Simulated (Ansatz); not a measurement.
Reactions of C2H5FOSe, SMILES `COC(F)[SeH]`.

Calculated with Ansatz (gas phase, PBE0-D4/def2-TZVP geometries, no zero-point term in ΔE). CCSD(T)/CBS is the MP2 limit (def2-TZVPP, def2-QZVPP) plus CCSD(T) − MP2 in def2-TZVPP, frozen cores. This one scheme is used for every species, atoms too. DFT in def2-TZVPP. Open shells (•) are unrestricted, without spin–orbit coupling. Spin–orbit coupling would lower the free atoms: a little for C, F, O; clearly for Se. For Se outer-core shells are correlated without core-valence functions, so the limit isn't a true one: a few kJ/mol of doubt a bond, and 10 to 20 or more in all where bonds break to atoms. Scalar relativity is left out up to krypton. One conformer a species, not always the lowest.

| reaction | r2SCAN-D4 (eV) | ωB97X-V (eV) |
| --- | --- | --- |
| `COC(F)[SeH]` + H₂O → `OC(F)[SeH]` + CH₃OH | 0.03 | 0.05 |
| `COC(F)[SeH]` + `C1C[SiH2]1` → `[SeH]C1C[SiH2]1` + `COCF` | -0.06 | -0.10 |
| `COC(F)[SeH]` + `C=N` → `C=NC(F)OC` + H₂Se | -0.29 | -0.31 |
| `COC(F)[SeH]` + `ClBCl` → `ClB(Cl)[SeH]` + `COCF` | -1.19 | -1.14 |
| `COC(F)[SeH]` → `[CH2]` (triplet) + `OC(F)[SeH]` | 3.75 | 4.14 |
| `COC(F)[SeH]` + `O[Si](O)(Cl)Cl` → `CO[Si](O)(Cl)Cl` + `OC(F)[SeH]` | -0.01 | 0.00 |
| `COC(F)[SeH]` + `N[SiH2][SiH3]` → `N[SiH2][SiH2][SeH]` + `COCF` | -1.21 | -1.19 |
| `COC(F)[SeH]` → 2 C• + F• + 5 H• + O• + Se• | 37.12 | 37.07 |
| `COC(F)[SeH]` + H₂ → `COCF` + H₂Se | -0.70 | -0.76 |
| `COC(F)[SeH]` + H₂O → `COC(O)[SeH]` + H–F | 0.06 | 0.07 |

**Question.** Give the CCSD(T)/CBS values in the same order. (Estimate.)

**Answer.** Computed: 0.10, -0.14, -0.26, -1.20, 3.99, 0.01, -1.26, 37.02, -0.74, 0.00 eV.

Largest T1 diagnostic: 0.012, for `C=NC(F)OC`.
